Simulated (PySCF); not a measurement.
**From computed data to an observable: dipole moment from atomic charges**

C2H4F2, SMILES FC(F)C. Atoms are numbered in the order given.

```xyz
8

C     -1.3641     0.0873     0.0000
C      0.0706    -0.3506     0.0000
F      0.7071     0.1348    -1.0922
F      0.7071     0.1348     1.0922
H     -1.4052     1.1858     0.0000
H     -1.8769    -0.2914    -0.8946
H     -1.8769    -0.2914     0.8946
H      0.1928    -1.4491     0.0000
```
Charge 0, spin multiplicity 1.

The structure is a stationary point at PBE0-D3(BJ)/def2-SVP.

Charges (e) from B3LYP/def2-TZVPD (PySCF):

```json
[
 {"atom": "C1", "IAO": "-0.444", "ESP fit": "-0.559"},
 {"atom": "C2", "IAO": "0.474", "ESP fit": "0.580"},
 {"atom": "F3", "IAO": "-0.318", "ESP fit": "-0.268"},
 {"atom": "F4", "IAO": "-0.318", "ESP fit": "-0.268"},
 {"atom": "H5", "IAO": "0.159", "ESP fit": "0.188"},
 {"atom": "H6", "IAO": "0.157", "ESP fit": "0.153"},
 {"atom": "H7", "IAO": "0.157", "ESP fit": "0.153"},
 {"atom": "H8", "IAO": "0.133", "ESP fit": "0.021"}
]
```

The dipole moment of the full density is 2.19 D.

Problem. What dipole moment does each set of point charges give, and which comes closer to that of the density?

Solution. 
μ = Σ q r, and 1 e Å = 4.8032 D.
IAO: Σ q r = (-0.598, -0.386, 0.000) e Å, |μ| = 3.42 D.
ESP fit: Σ q r = (-0.410, -0.221, 0.000) e Å, |μ| = 2.24 D.
ESP fit comes closer in size. Point charges leave out the atoms' own dipoles (lone pairs, polarised bonds); fits to the potential absorb them, partitions of the density don't.
